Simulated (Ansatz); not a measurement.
Ideal-gas functions of C₂H₄AlN (`C#[C][AlH][NH2]`) at 298.15 K and 1 bar, from an Ansatz frequency run at PBE0-D4/def2-TZVP.

Molar mass 69.04 g/mol, point group Cs (symmetry number 1), electronic degeneracy 1, moments of inertia 24.467, 166.835, 191.302 u Å². Harmonic wavenumbers (cm⁻¹, unscaled): 122, 186, 284, 400, 429, 527, 558, 596, 723, 738, 740, 844, 1566, 1967, 2129, 3458, 3610, 3702.

Use S(trans) = R[1.5 ln M + 2.5 ln T − 1.1517]; rotational temperatures θ = 24.2544 K / I; S(rot) = R[ln(√π/σ · √(T³/θAθBθC)) + 1.5]; for each mode x = 1.438777 ν̃/T, S = R[x/(eˣ − 1) − ln(1 − e⁻ˣ)] and H = RT x/(eˣ − 1); 1 cm⁻¹ = 0.0119627 kJ/mol; R = 8.31446 J/(mol·K).

Task: By hand: the entropy, in J/(mol·K).

Result: Translation 161.7. Rotation: θ = 0.9913, 0.1454, 0.1268 K, giving 104.9. Vibration, mode by mode: 12.84, 9.49, 6.32, 4.03, 3.61, 2.49, 2.21, 1.91, 1.17, 1.11, 1.10, 0.73, 0.04, 0.01, 0.00, 0.00, 0.00, 0.00, in all 47.0. Electronic 0.0. Sum 313.6 J/(mol·K).

Task: By hand: H − E and G − E in kJ/mol, counted from the electronic energy.

Result: Zero-point energy ½ × 22579 × 0.0119627 = 135.1; thermal vibration 8.5; translation, rotation and pV give 4 RT = 9.9. H − E = 153.5 kJ/mol, and G − E = 153.5 − 298.15 × 313.6/1000 = 60.0 kJ/mol.

Vibration gives 15 % of the entropy, 12.8 J/(mol·K) of it from the mode under 150 cm⁻¹: soft modes count most, and the harmonic formula is weakest for them. The sum counts one conformer and one mirror image; others add a mixing term.
